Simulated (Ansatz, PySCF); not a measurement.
AlFBr₂, SMILES [Al]([Br])([F])[Br]. Atoms are numbered in the order given.

```xyz
4

Al    -0.0002     0.6519     0.0000
F      0.0012     2.3074     0.0000
Br    -0.0012    -0.4249     1.9555
Br    -0.0012    -0.4249    -1.9555
```

The structure is a stationary point at B3LYP-D3(BJ)/def2-SVP. The structure was generated by enumeration; whether it is a known compound was not checked.

Two levels are set side by side: PBE-D3(BJ)/def2-SVP (Ansatz, a first-principles code) and B3LYP-D3(BJ)/def2-SVP (Ansatz). Each level has its own optimised geometry; the coordinates shown are those of the second. Frequencies come from the Hessian of PySCF at each geometry. Differences are taken from unrounded values.

```csv
quantity,B3LYP-D3(BJ)
mean bond length (Å),2.040
bond Al1–F2 (Å),1.656
bond Al1–Br3 (Å),2.232
bond Al1–Br4 (Å),2.232
highest harmonic wavenumber (cm⁻¹),892
mean harmonic wavenumber (cm⁻¹),372
zero-point energy (kcal/mol),3.19
```

### Question
What does PBE-D3(BJ) give, and how far is it from B3LYP-D3(BJ)? (An estimate is asked for; the answer gives what the named calculation found.)

### Answer

| quantity | PBE-D3(BJ) | PBE-D3(BJ) minus B3LYP-D3(BJ) |
|---|---|---|
| mean bond length (Å) | 2.049 | 0.009 |
| bond Al1–F2 (Å) | 1.668 | 0.013 |
| bond Al1–Br3 (Å) | 2.239 | 0.007 |
| bond Al1–Br4 (Å) | 2.239 | 0.007 |
| highest harmonic wavenumber (cm⁻¹) | 867 | -25 |
| mean harmonic wavenumber (cm⁻¹) | 362 | -10 |
| zero-point energy (kcal/mol) | 3.10 | -0.08 |

GGA bonds tend to be longer and softer than those of functionals with exact exchange. Differences between two approximate levels are no errors against the true value.
